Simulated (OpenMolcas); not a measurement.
# 4f¹² along the 66-electron sequence

```
Program             : OpenMolcas 26.06
Method              : SS-CASPT2, IPEA 0.25 Eh, imaginary shift 0.1 Eh
Basis               : ANO-R2
Scalar Hamiltonian  : X2C, finite nucleus
Spin-orbit coupling : RASSI with atomic mean-field integrals over the reference wave functions, term energies averaged over their components
```

Active space for each ion: 12 electrons in 7 orbitals (4f); closed shells correlated by CASPT2: 5s 5p.

Computed levels in cm-1 above ³H₆:

```tsv
Level	Er2+	Tm3+	Yb4+
³F₄	5290	5880	6460
³H₅	7090	8300	9680
³H₄	11050	12800	14730
³F₃	12890	14820	16910
³F₂	13960	15900	17880
¹G₄	18730	21580	24750
¹I₆	34950	39110	42910
³P₁	36780	41150	45410
³P₂	37550	42270	46980
weight of ³H in the lowest level (%)	99	99	99
```

Mixed levels, with the weight of the term that names them: Er2+ ³F₄ (62 %), Er2+ ³H₄ (61 %), Er2+ ¹G₄ (60 %), Er2+ ³P₂ (70 %), Tm3+ ³F₄ (61 %), Tm3+ ³H₄ (60 %), Tm3+ ¹G₄ (58 %), Tm3+ ³P₂ (68 %), Yb4+ ³F₄ (61 %), Yb4+ ³H₄ (58 %), Yb4+ ¹G₄ (56 %), Yb4+ ³P₂ (65 %).

Measured, with the error of the calculation in %. Measured levels: Er2+ from Martin, Zalubas and Hagan, Atomic Energy Levels: The Rare-Earth Elements, NSRDS-NBS 60 (1978); the list in Deprince et al., Eur. Phys. J. D 78, 105 (2024); Tm3+, Yb4+ from the list in Tchang-Brillet, Wyart, Meftah and Ait Mammar, Atoms 6, 52 (2018).

| Level | Er2+ | Tm3+ | Yb4+ |
| --- | --- | --- | --- |
| ³F₄ | 5082 (+4.2) | 5634 (+4.4) | 6112 (+5.6) |
| ³H₅ | 6970 (+1.7) | 8217 (+1.0) | 9580 (+1.1) |
| ³H₄ | 10785 (+2.4) | 12547 (+2.0) | 14405 (+2.3) |
| ³F₃ | 12473 (+3.3) | 14410 (+2.8) | 16372 (+3.3) |
| ³F₂ | 13220 (+5.6) | 15090 (+5.4) | 16877 (+6.0) |
| ¹G₄ | 18384 (+1.9) | 21174 (+1.9) | 24193 (+2.3) |
| ¹I₆ |  | 35329 (+10.7) | 39038 (+9.9) |
| ³P₂ |  | 38532 (+9.7) | 43120 (+9.0) |

The fine-structure level ³H₄ changes by a factor of 1.33 from Er2+ to Yb4+. Its fourth root runs 10.25, 10.64, 11.02, with steps per unit of Z of 0.38, 0.38; equal steps would mean a (Z - σ)^4 law with constant σ.

³F₄ changes by a factor of 1.22 over the same range, with steps per unit of Z of +590, +580 cm-1.

CASPT2 breaks the degeneracy within a term, and the mean is taken; among the terms shown or strongly mixed into the levels shown the widest spread is 1200 cm-1 (4f¹² ¹I, Er2+). Some high roots are left out of the spin-orbit mixing, which shifts the levels that they would mix with. The CASPT2 spread within a term exceeds the gap to the next term for 4f¹² ¹I and 4f¹² ³P, so the order of their levels is uncertain (holds for Er2+). Computed and measured levels are paired by configuration, term and J; levels that our copy of the source lacks, or whose pairing is in doubt (as where it misses far off the trend of its configuration), stay unpaired and out of the deviations. Levels of configurations outside the active space are missing.
